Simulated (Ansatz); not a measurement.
Molecule: C2H10O4Si2, net charge 0, singlet state. 
Coordinates optimised at B3LYP-D3(BJ)/def2-TZVP (Ansatz, a quantum-chemistry and plane-wave program):
```
O
Si 1 1.6170
O 2 1.6350 1 114.49
H 3 0.9603 2 117.04 1 85.67
O 2 1.6381 1 105.75 3 -117.65
H 5 0.9603 2 117.22 1 167.67
O 2 1.6384 1 109.17 5 -123.53
H 7 0.9602 2 117.32 1 36.35
Si 1 1.6574 2 138.90 3 85.20
H 9 1.4834 1 105.92 2 -160.28
C 9 1.8653 10 110.10 1 117.84
H 11 1.0919 9 111.19 10 -57.18
H 11 1.0922 12 108.17 9 121.07
H 11 1.0927 12 107.90 13 116.92
C 9 1.8655 10 110.25 1 -118.70
H 15 1.0916 9 111.13 10 59.78
H 15 1.0922 16 108.01 9 -121.24
H 15 1.0927 16 108.07 17 -116.79
```
Charge 0, spin multiplicity 1.

Property: atomisation energy (electronic, to ground-state atoms), in kcal/mol. Valence correlation only, unless marked. UHF or UKS for open shells. Spin-orbit coupling is left out. Non-relativistic unless marked X2C. The coupled-cluster limit lacks core correlation, which all-electron functionals hold. CBS marks a two-point X^-3 extrapolation of the correlation energy; Hartree-Fock from the larger set. The bracket is a focal-point correction in the basis named.

```csv
level,program,atomisation energy (kcal/mol)
r2SCAN-D3(BJ)/def2-TZVPD,Ansatz + dftd3,1744.7
r2SCAN-D4/def2-TZVPD,Ansatz + dftd4,1744.4
PBE0-D4/def2-TZVP,Ansatz + dftd4,1727.4
r2SCAN0-D4/def2-TZVPD,Ansatz + dftd4,1716.7
LC-wPBE-D4/def2-TZVPD,Ansatz + dftd4,1743.0
LC-wPBE/def2-TZVPD,Ansatz,1730.8
B2PLYP-D4/def2-TZVPD,Ansatz + dftd4,___
SCS-MP2/cc-pV(D+d)Z,Ansatz,1603.5
CCSD/6-31G,Ansatz,1371.2
CCSD/cc-pV(D+d)Z,Ansatz,1569.7
CCSD/aug-cc-pV(T+d)Z,Ansatz,___
X2C-CCSD(T)/cc-pVTZ-DK,Ansatz,___
CCSD(T) with core electrons (1s frozen past Ne)/cc-pwCVTZ,Ansatz,1711.2
"RI-MP2/CBS(aug-cc-pV(T+d)Z,aug-cc-pV(Q+d)Z)+[CCSD(T)-MP2]/aug-cc-pV(T+d)Z",Ansatz,1755.2
```

Question: Some entries are withheld; supply them.

Answer: 
- B2PLYP-D4/def2-TZVPD, atomisation energy (kcal/mol): 1725.4
- CCSD/aug-cc-pV(T+d)Z, atomisation energy (kcal/mol): 1690.7
- X2C-CCSD(T)/cc-pVTZ-DK, atomisation energy (kcal/mol): 1690.3
